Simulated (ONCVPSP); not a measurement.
germanium: one change to an ONCV potential, before and after

* Element: Ge (Z = 32)
* Generator: ONCVPSP 4.0.1
* Type: optimised norm-conserving Vanderbilt (ONCV)
* Functional: LDA (Perdew-Wang 92)
* Relativity: scalar-relativistic
* Frozen core: [Ar] 3d10
* Valence charge: 4
* Reference configuration: 4s2 4p1 (charge +1)
* Partial waves: 4s: rc 1.40 bohr, ncon 4, nbas 8, qcut 4.2 1/bohr, 2 projectors, debl 0.4 Ha; 4p: rc 2.15 bohr, ncon 3, nbas 6, qcut 3.8 1/bohr, 2 projectors, debl 3.1 Ha
* Local potential: polynomial inside 1.15 bohr (lpopt 1, dvloc0 0 Ha)
* Core correction: none

In the s channel the program set the typed energies aside and used -0.740, 0.250 Ha.

All-electron outer shells of the reference configuration (LDA (PZ), scalar-relativistic, ld1.x):

| shell | level (eV) | outermost node (bohr) | outermost maximum (bohr) |
| --- | --- | --- | --- |
| 3p | -124.46 | 0.23 | 0.54 |
| 3d | -38.61 | – | 0.50 |
| 4s | -20.15 | 0.77 | 1.71 |
| 4p | -11.48 | 0.82 | 2.08 |

Change: s: nproj 1.

Cutoffs: the cutoffs (Ha) at which the residual kinetic energy of the hardest occupied pseudo-wave falls to 1 and 0.1 mHa per electron; they do not see the model core or the augmentation charge, which bear on the density cutoff. Errors are all-electron minus pseudo energies relative to the spin-unpolarised reference configuration.

Question: Predict the effect on cutoff, ghosts and configuration errors.

Answer: The potential gets neither clearly harder nor softer (10 Ha and 81 Ha → 10 Ha and 81 Ha); both files keep a bound ghost (s); of the 4 tests that both files solve, the error grows in 3 and shrinks in 0 by more than 15 % and 0.3 meV (median size 14.5 → 19.9 meV); the range in which the s phases agree narrows (upper end at the end of the scan → -0.4).

```tsv
quantity	base	changed
cutoff, loose	10 Ha	10 Ha
cutoff, tight	81 Ha	81 Ha
bound ghosts	s	s
GHOST(+) flags under 300 eV	p at 157.4 eV	p at 157.4 eV
error for 4s2 4p2, meV [ΔE -7.63 eV]	+4.7	+7.0
error for 4s2 4p0, meV [ΔE 15.71 eV]	+12	+22
error for 4s1 4p0, meV [ΔE 50.92 eV]	+209	+268
error for 4s1 4p2, meV [ΔE 8.78 eV]	+16	+18
s: phases at 1.42 bohr within 0.05 rad from the reference energy up to (Ha; the scan ends near 5)	to the end of the scan	-0.4
p: phases at 2.18 bohr within 0.05 rad from the reference energy up to (Ha; the scan ends near 5)	5.0	5.0
```

 A true bound ghost makes a file unfit for plane-wave use even where its test errors are small: the radial tests pick states by their node count and pass the ghost by.
